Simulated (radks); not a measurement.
Q: Neutral selenium is in [Ar] 3d10 4s2 4p(1/2: 2, 3/2: 2). Calculated with a radial shooting solver on a logarithmic mesh with Libxc functionals: Dirac Kohn-Sham, BLYP, spin-unpolarised, spherical densities, finite nucleus; Fermi nuclear charge, rms radius of each element as measured or else 0.836 A^(1/3) + 0.57 fm. Sub-shells are occupied by j as written (lower j first in brackets). One electron is removed from 4p1/2, 4s1/2, 3d5/2, 4p3/2 in turn, with full relaxation. Which removal costs least, and what does each cost?

A: 4p3/2 10.515 eV; 4p1/2 10.962 eV; 4s1/2 22.226 eV; 3d5/2 63.476 eV. The 4p3/2 electron leaves first.
